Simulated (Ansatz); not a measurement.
Ansatz (a quantum-chemistry and plane-wave program) input (HF/6-31G*):

Ansatz 0.2 input:
```yaml
crystal:
  periodic: [false, false, false]
  atoms:
    - {symbol: C, position_ang: [2.67725584, 0.63551014, -0.49917263]}
    - {symbol: C, position_ang: [1.49690822, -0.14985134, 0.07215509]}
    - {symbol: C, position_ang: [0.16457737, 0.47274739, -0.36152813]}
    - {symbol: C, position_ang: [-1.06661436, -0.19239957, 0.13074496]}
    - {symbol: O, position_ang: [-0.94534748, -1.34835557, 0.61158714]}
    - {symbol: C, position_ang: [-2.39336303, 0.47436614, 0.07662863]}
    - {symbol: H, position_ang: [2.67337396, 1.66478216, -0.15618428]}
    - {symbol: H, position_ang: [2.66279819, 0.63945697, -1.58406682]}
    - {symbol: H, position_ang: [3.60964707, 0.18531242, -0.18280660]}
    - {symbol: H, position_ang: [1.54166569, -1.17987695, -0.26078210]}
    - {symbol: H, position_ang: [1.55170088, -0.16280569, 1.15547117]}
    - {symbol: H, position_ang: [0.05946679, 0.45808779, -1.44961432]}
    - {symbol: H, position_ang: [0.09204776, 1.52259521, -0.08808563]}
    - {symbol: H, position_ang: [-2.45270293, 1.13887593, -0.77461291]}
    - {symbol: H, position_ang: [-2.48037811, 1.08237531, 0.97647312]}
    - {symbol: H, position_ang: [-3.21066569, -0.23584712, 0.05563347]}
    - {symbol: H, position_ang: [-1.75675811, -1.76834784, 0.90291050]}
basis:
  gaussian:
    orbitals: 6-31G*
hamiltonian:
  xc: {name: HF}
total_charge: 1
phonons: {temperatures: {t_min: 298.15, t_max: 298.15, t_step: 100}}
```

Output:

```
Functional definition: HF
integrals: 0.07 GiB planned
1339 factors; integrals over basis functions are off by at most 3.9e-4 eV
mean field: 0.38 GiB planned
mean field evaluation 1: about -7351.7854 eV, gradient 4.6e1 eV
mean field evaluation 2: about -7351.8907 eV, gradient 4.6e1 eV
mean field evaluation 4: about -7356.8590 eV, gradient 5.0e0 eV
mean field evaluation 8: about -7356.9317 eV, gradient 2.8e-1 eV
mean field -7356.93215719 eV, -270.3622700688 hartree, gradient 1.1e-5 eV, S^2 0.000000; 0 other end points of the search recorded, 0 dependent functions left out
the calculation of the forces begins
reference -7356.93215719 eV, -270.3622700688 hartree; 24, 24 occupied and 88, 88 virtual orbitals, 1339 factors
these checks for a lower state are left out or cut short: stability, starts, cluster_reference, orbital_swaps, neighbouring_geometries, increment
integrals: 0.07 GiB planned
1339 factors; integrals over basis functions are off by at most 3.9e-4 eV
mean field: 0.38 GiB planned
mean field evaluation 16: about -7356.9320 eV, gradient 2.3e-4 eV
mean field -7356.93197542 eV, -270.3622633891 hartree, gradient 2.9e-6 eV, S^2 0.000000; 0 other end points of the search recorded, 0 dependent functions left out
the calculation of the forces begins
reference -7356.93197542 eV, -270.3622633891 hartree; 24, 24 occupied and 88, 88 virtual orbitals, 1339 factors
these checks for a lower state are left out or cut short: stability, starts, cluster_reference, orbital_swaps, neighbouring_geometries, increment
integrals: 0.07 GiB planned
1339 factors; integrals over basis functions are off by at most 3.9e-4 eV
mean field: 0.38 GiB planned
mean field -7356.93197811 eV, -270.3622634879 hartree, gradient 3.0e-6 eV, S^2 0.000000; 0 other end points of the search recorded, 0 dependent functions left out
the calculation of the forces begins
reference -7356.93197811 eV, -270.3622634879 hartree; 24, 24 occupied and 88, 88 virtual orbitals, 1339 factors
these checks for a lower state are left out or cut short: stability, starts, cluster_reference, orbital_swaps, neighbouring_geometries, increment
integrals: 0.07 GiB planned
1339 factors; integrals over basis functions are off by at most 3.9e-4 eV
mean field: 0.38 GiB planned
mean field -7356.93196717 eV, -270.3622630858 hartree, gradient 1.5e-6 eV, S^2 0.000000; 0 other end points of the search recorded, 0 dependent functions left out
the calculation of the forces begins
reference -7356.93196717 eV, -270.3622630858 hartree; 24, 24 occupied and 88, 88 virtual orbitals, 1339 factors
these checks for a lower state are left out or cut short: stability, starts, cluster_reference, orbital_swaps, neighbouring_geometries, increment
integrals: 0.07 GiB planned
1339 factors; integrals over basis functions are off by at most 3.9e-4 eV
mean field: 0.38 GiB planned
mean field evaluation 32: about -7356.9319 eV, gradient 1.4e-1 eV
mean field -7356.93196479 eV, -270.3622629984 hartree, gradient 3.1e-6 eV, S^2 0.000000; 0 other end points of the search recorded, 0 dependent functions left out
the calculation of the forces begins
reference -7356.93196479 eV, -270.3622629984 hartree; 24, 24 occupied and 88, 88 virtual orbitals, 1339 factors
these checks for a lower state are left out or cut short: stability, starts, cluster_reference, orbital_swaps, neighbouring_geometries, increment
integrals: 0.07 GiB planned
1339 factors; integrals over basis functions are off by at most 4.0e-4 eV
mean field: 0.38 GiB planned
mean field -7356.93196228 eV, -270.3622629062 hartree, gradient 2.7e-6 eV, S^2 0.000000; 0 other end points of the search recorded, 0 dependent functions left out
the calculation of the forces begins
reference -7356.93196228 eV, -270.3622629062 hartree; 24, 24 occupied and 88, 88 virtual orbitals, 1339 factors
these checks for a lower state are left out or cut short: stability, starts, cluster_reference, orbital_swaps, neighbouring_geometries, increment
integrals: 0.07 GiB planned
1339 factors; integrals over basis functions are off by at most 3.9e-4 eV
mean field: 0.38 GiB planned
mean field -7356.93196296 eV, -270.3622629311 hartree, gradient 2.8e-6 eV, S^2 0.000000; 0 other end points of the search recorded, 0 dependent functions left out
the calculation of the forces begins
reference -7356.93196296 eV, -270.3622629311 hartree; 24, 24 occupied and 88, 88 virtual orbitals, 1339 factors
these checks for a lower state are left out or cut short: stability, starts, cluster_reference, orbital_swaps, neighbouring_geometries, increment
integrals: 0.07 GiB planned
1339 factors; integrals over basis functions are off by at most 3.9e-4 eV
mean field: 0.38 GiB planned
mean field -7356.93200220 eV, -270.3622643733 hartree, gradient 2.0e-6 eV, S^2 0.000000; 0 other end points of the search recorded, 0 dependent functions left out
[...]
reference -7356.93208373 eV, -270.3622673695 hartree; 24, 24 occupied and 88, 88 virtual orbitals, 1339 factors
these checks for a lower state are left out or cut short: stability, starts, cluster_reference, orbital_swaps, neighbouring_geometries, increment
integrals: 0.07 GiB planned
1339 factors; integrals over basis functions are off by at most 3.9e-4 eV
mean field: 0.38 GiB planned
mean field -7356.93208300 eV, -270.3622673426 hartree, gradient 2.6e-6 eV, S^2 0.000000; 0 other end points of the search recorded, 0 dependent functions left out
the calculation of the forces begins
reference -7356.93208300 eV, -270.3622673426 hartree; 24, 24 occupied and 88, 88 virtual orbitals, 1339 factors
these checks for a lower state are left out or cut short: stability, starts, cluster_reference, orbital_swaps, neighbouring_geometries, increment
integrals: 0.07 GiB planned
1339 factors; integrals over basis functions are off by at most 3.9e-4 eV
mean field: 0.38 GiB planned
mean field -7356.93209584 eV, -270.3622678145 hartree, gradient 2.0e-6 eV, S^2 0.000000; 0 other end points of the search recorded, 0 dependent functions left out
the calculation of the forces begins
reference -7356.93209584 eV, -270.3622678145 hartree; 24, 24 occupied and 88, 88 virtual orbitals, 1339 factors
these checks for a lower state are left out or cut short: stability, starts, cluster_reference, orbital_swaps, neighbouring_geometries, increment
integrals: 0.07 GiB planned
1339 factors; integrals over basis functions are off by at most 3.9e-4 eV
mean field: 0.38 GiB planned
mean field evaluation 576: about -7356.9321 eV, gradient 1.8e-6 eV
mean field -7356.93209564 eV, -270.3622678071 hartree, gradient 1.8e-6 eV, S^2 0.000000; 0 other end points of the search recorded, 0 dependent functions left out
the calculation of the forces begins
reference -7356.93209564 eV, -270.3622678071 hartree; 24, 24 occupied and 88, 88 virtual orbitals, 1339 factors
these checks for a lower state are left out or cut short: stability, starts, cluster_reference, orbital_swaps, neighbouring_geometries, increment
integrals: 0.07 GiB planned
1339 factors; integrals over basis functions are off by at most 3.9e-4 eV
mean field: 0.38 GiB planned
mean field -7356.93214252 eV, -270.3622695300 hartree, gradient 1.5e-6 eV, S^2 0.000000; 0 other end points of the search recorded, 0 dependent functions left out
the calculation of the forces begins
reference -7356.93214252 eV, -270.3622695300 hartree; 24, 24 occupied and 88, 88 virtual orbitals, 1339 factors
these checks for a lower state are left out or cut short: stability, starts, cluster_reference, orbital_swaps, neighbouring_geometries, increment
integrals: 0.07 GiB planned
1339 factors; integrals over basis functions are off by at most 3.9e-4 eV
mean field: 0.38 GiB planned
mean field -7356.93214057 eV, -270.3622694583 hartree, gradient 1.5e-6 eV, S^2 0.000000; 0 other end points of the search recorded, 0 dependent functions left out
the calculation of the forces begins
reference -7356.93214057 eV, -270.3622694583 hartree; 24, 24 occupied and 88, 88 virtual orbitals, 1339 factors
these checks for a lower state are left out or cut short: stability, starts, cluster_reference, orbital_swaps, neighbouring_geometries, increment
integrals: 0.07 GiB planned
1339 factors; integrals over basis functions are off by at most 3.9e-4 eV
mean field: 0.38 GiB planned
mean field -7356.93203108 eV, -270.3622654347 hartree, gradient 1.3e-6 eV, S^2 0.000000; 0 other end points of the search recorded, 0 dependent functions left out
the calculation of the forces begins
reference -7356.93203108 eV, -270.3622654347 hartree; 24, 24 occupied and 88, 88 virtual orbitals, 1339 factors
these checks for a lower state are left out or cut short: stability, starts, cluster_reference, orbital_swaps, neighbouring_geometries, increment
integrals: 0.07 GiB planned
1339 factors; integrals over basis functions are off by at most 3.9e-4 eV
mean field: 0.38 GiB planned
mean field -7356.93203050 eV, -270.3622654132 hartree, gradient 1.1e-6 eV, S^2 0.000000; 0 other end points of the search recorded, 0 dependent functions left out
the calculation of the forces begins
reference -7356.93203050 eV, -270.3622654132 hartree; 24, 24 occupied and 88, 88 virtual orbitals, 1339 factors
these checks for a lower state are left out or cut short: stability, starts, cluster_reference, orbital_swaps, neighbouring_geometries, increment
integrals: 0.07 GiB planned
1339 factors; integrals over basis functions are off by at most 3.9e-4 eV
mean field: 0.38 GiB planned
mean field -7356.93211196 eV, -270.3622684067 hartree, gradient 2.5e-6 eV, S^2 0.000000; 0 other end points of the search recorded, 0 dependent functions left out
the calculation of the forces begins
reference -7356.93211196 eV, -270.3622684067 hartree; 24, 24 occupied and 88, 88 virtual orbitals, 1339 factors
these checks for a lower state are left out or cut short: stability, starts, cluster_reference, orbital_swaps, neighbouring_geometries, increment
integrals: 0.07 GiB planned
1339 factors; integrals over basis functions are off by at most 3.9e-4 eV
mean field: 0.38 GiB planned
mean field evaluation 608: about -7356.9321 eV, gradient 9.8e-2 eV
mean field -7356.93210823 eV, -270.3622682698 hartree, gradient 2.3e-6 eV, S^2 0.000000; 0 other end points of the search recorded, 0 dependent functions left out
the calculation of the forces begins
reference -7356.93210823 eV, -270.3622682698 hartree; 24, 24 occupied and 88, 88 virtual orbitals, 1339 factors
these checks for a lower state are left out or cut short: stability, starts, cluster_reference, orbital_swaps, neighbouring_geometries, increment
integrals: 0.07 GiB planned
1339 factors; integrals over basis functions are off by at most 3.9e-4 eV
mean field: 0.38 GiB planned
mean field -7356.93213233 eV, -270.3622691554 hartree, gradient 2.7e-6 eV, S^2 0.000000; 0 other end points of the search recorded, 0 dependent functions left out
the calculation of the forces begins
reference -7356.93213233 eV, -270.3622691554 hartree; 24, 24 occupied and 88, 88 virtual orbitals, 1339 factors
these checks for a lower state are left out or cut short: stability, starts, cluster_reference, orbital_swaps, neighbouring_geometries, increment
integrals: 0.07 GiB planned
1339 factors; integrals over basis functions are off by at most 3.9e-4 eV
mean field: 0.38 GiB planned
mean field -7356.93213547 eV, -270.3622692707 hartree, gradient 2.8e-6 eV, S^2 0.000000; 0 other end points of the search recorded, 0 dependent functions left out
the calculation of the forces begins
reference -7356.93213547 eV, -270.3622692707 hartree; 24, 24 occupied and 88, 88 virtual orbitals, 1339 factors
Total energy: -7356.93215719 eV, -270.3622700688 hartree
Atom 0 at     2.677256     0.635510    -0.499173 Å, force    -0.000460     0.000674    -0.000415 eV/Å
Atom 1 at     1.496908    -0.149851     0.072155 Å, force     0.000056    -0.001144     0.000726 eV/Å
Atom 2 at     0.164577     0.472747    -0.361528 Å, force     0.000357     0.001422    -0.000025 eV/Å
Atom 3 at    -1.066614    -0.192400     0.130745 Å, force     0.000083    -0.000878     0.000469 eV/Å
Atom 4 at    -0.945347    -1.348356     0.611587 Å, force    -0.000023    -0.000609     0.000049 eV/Å
Atom 5 at    -2.393363     0.474366     0.076629 Å, force    -0.000264     0.000011    -0.000073 eV/Å
Atom 6 at     2.673374     1.664782    -0.156184 Å, force     0.000064    -0.000037    -0.000040 eV/Å
Atom 7 at     2.662798     0.639457    -1.584067 Å, force     0.000072     0.000093     0.000060 eV/Å
Atom 8 at     3.609647     0.185312    -0.182807 Å, force    -0.000353    -0.000197     0.000122 eV/Å
Atom 9 at     1.541666    -1.179877    -0.260782 Å, force     0.000041     0.000049    -0.000011 eV/Å
Atom 10 at     1.551701    -0.162806     1.155471 Å, force    -0.000074    -0.000150    -0.000100 eV/Å
Atom 11 at     0.059467     0.458088    -1.449614 Å, force    -0.000260    -0.000064     0.000101 eV/Å
Atom 12 at     0.092048     1.522595    -0.088086 Å, force     0.000112    -0.000054    -0.000186 eV/Å
Atom 13 at    -2.452703     1.138876    -0.774613 Å, force    -0.000096    -0.000303    -0.000165 eV/Å
Atom 14 at    -2.480378     1.082375     0.976473 Å, force     0.000206     0.000377    -0.000305 eV/Å
Atom 15 at    -3.210666    -0.235847     0.055633 Å, force     0.000218     0.000076     0.000389 eV/Å
Atom 16 at    -1.756758    -1.768348     0.902910 Å, force     0.000319     0.000734    -0.000596 eV/Å
Dipole moment:    -1.201968    -0.100595     0.150140 e Å
Vibrations: 49.65 99.81 126.31 187.18 259.50 359.31 420.04 489.60 607.88 741.41 813.76 887.17 931.17 977.14 1075.25 1098.78 1109.05 1203.51 1223.62 1257.57 1370.73 1414.15 1452.19 1510.16 1540.39 1552.39 1564.33 1575.58 1602.49 1618.35 1633.92 1641.68 1650.44 1745.16 3167.03 3198.64 3215.39 3234.75 3237.36 3268.94 3286.46 3291.76 3303.00 3334.37 3956.20 cm⁻¹, zero-point energy 4.481011 eV
```

The blocks after the first are displaced geometries, from whose forces the wavenumbers follow.

The dipole moment of an ion depends on the origin.
